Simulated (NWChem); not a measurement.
System: ZnGeH₃I; SMILES [I][Zn][GeH3]

NWChem input:

```
start job
memory heap 200 mb stack 900 mb global 1100 mb
geometry units angstroms noautosym nocenter noautoz
  Zn     0.000653     0.411245    -0.000187
  I      0.003196    -2.040205    -0.000197
  Ge    -0.004120     2.801446     0.000146
  H     -1.046540     3.356678     0.990187
  H      1.372008     3.363512     0.406736
  H     -0.342526     3.359260    -1.396062
end
basis spherical
  Zn library def2-svp
  I library def2-svp
  Ge library def2-svp
  H library def2-svp
end
ecp
  I library def2-ecp
end
dft
  xc b3lyp
  iterations 150
end
tddft
  cis
  nroots 6
  notriplet
end
task tddft energy
```

NWChem printed, in part:

```
             Northwest Computational Chemistry Package (NWChem) 7.3.0
             --------------------------------------------------------

                             Geometry "geometry" -> ""
                             -------------------------

 Output coordinates in angstroms (scale by  1.889725989 to convert to a.u.)

  No.       Tag          Charge          X              Y              Z
 ---- ---------------- ---------- -------------- -------------- --------------
    1 Zn                  30.0000     0.00065300     0.41124500    -0.00018700
    2 I                   53.0000     0.00319600    -2.04020500    -0.00019700
    3 Ge                  32.0000    -0.00412000     2.80144600     0.00014600
    4 H                    1.0000    -1.04654000     3.35667800     0.99018700
    5 H                    1.0000     1.37200800     3.36351200     0.40673600
    6 H                    1.0000    -0.34252600     3.35926000    -1.39606200

 Effective nuclear repulsion energy (a.u.)     804.3076989011

                                 NWChem DFT Module
                                 -----------------

 Summary of "ao basis" -> "ao basis" (spherical)
 ------------------------------------------------------------------------------
       Tag                 Description            Shells   Functions and Types
 ---------------- ------------------------------  ------  ---------------------
 Zn                         def2-svp                11       31   5s3p2d1f
 I                          def2-svp                10       26   4s4p2d
 Ge                         def2-svp                12       32   5s4p3d
 H                          def2-svp                 3        5   2s1p

            General Information
            -------------------
          SCF calculation type: DFT
          Wavefunction type:  closed shell.
          No. of atoms     :     6
          No. of electrons :    90
           Alpha electrons :    45
            Beta electrons :    45
          Charge           :     0
          Spin multiplicity:     1
          Use of symmetry is: off; symmetry adaption is: off
          Maximum number of iterations: 150
          AO basis - number of functions:   104
                     number of shells:    42
          Convergence on energy requested:  1.00D-06
          Convergence on density requested:  1.00D-05
          Convergence on gradient requested:  5.00D-04

[...]

                                NWChem TDDFT Module
                                -------------------

            General Information
            -------------------
           No. of orbitals :     208
            Alpha orbitals :     104
             Beta orbitals :     104
        Alpha frozen cores :       0
         Beta frozen cores :       0
     Alpha frozen virtuals :       0
      Beta frozen virtuals :       0
         Spin multiplicity :       1
    Number of AO functions :     104
        Use of symmetry is : off
      Symmetry adaption is : off
         Schwarz screening :  0.10D-07

              XC Information
              --------------
                  B3LYP Method XC Potential
              Hartree-Fock (Exact) Exchange   0.20
                 Slater Exchange Functional   0.80 local
             Becke 1988 Exchange Functional   0.72 non-local
       Lee-Yang-Parr Correlation Functional   0.81
           VWN I RPA Correlation Functional   0.19 local

             TDDFT Information
             -----------------
          Calculation type : Tamm-Dancoff TDDFT
         Wavefunction type : Restricted singlets
          No. of electrons :      90
           Alpha electrons :      45
            Beta electrons :      45
              No. of roots :       6
          Max subspacesize :    5200
            Max iterations :     100
               Target root :       1
           Target symmetry : none
      Symmetry restriction : off
                 Algorithm : Optimal
        Davidson threshold :  0.10D-03

    6 smallest eigenvalue differences (eV)
--------------------------------------------------------
  No. Spin  Occ  Vir  Irrep   E(Occ)    E(Vir)   E(Diff)
--------------------------------------------------------
    1    1   45   46 a        -0.263    -0.043     5.979
    2    1   44   46 a        -0.263    -0.043     5.979
    3    1   43   46 a        -0.278    -0.043     6.375
    4    1   45   47 a        -0.263    -0.022     6.550
    5    1   44   47 a        -0.263    -0.022     6.550
    6    1   45   48 a        -0.263    -0.022     6.551
--------------------------------------------------------

  Entering Davidson iterations
  Restricted singlet excited states

  Iter   NTrls   NConv    DeltaV     DeltaE      Time
  ----  ------  ------  ---------  ---------  ---------
    1      6       0     0.11E+00   0.10+100       27.8
    2     12       0     0.28E-01   0.25E-01       26.1
    3     18       0     0.11E+00   0.20E-01       24.8
    4     24       0     0.98E-02   0.13E-01       14.2
    5     30       2     0.10E-02   0.15E-03       14.3
    6     34       3     0.21E-03   0.11E-05       19.5
    7     37       6     0.43E-04   0.30E-07       23.0
  ----  ------  ------  ---------  ---------  ---------
  Convergence criterion met

  Ground state a       -4155.637348424310 a.u.

  ----------------------------------------------------------------------------
  Root   1 singlet a              0.186392286 a.u.                5.0720 eV
  ----------------------------------------------------------------------------
     Transition Moments    X  0.14461   Y  0.00027   Z -0.28924
     Dipole Oscillator Strength                    0.0129943532
     Electric Quadrupole                           0.0000000834
     Magnetic Dipole                               0.0000000921
     Total Oscillator Strength                     0.0129945287

[...]
```

Level: B3LYP/def2-SVP with def2 effective core potentials on I, TDA. Geometry: optimised at PBE0/def2-SVP. No frequency run checked for a minimum. def2 effective core potentials on I; no spin-orbit coupling.
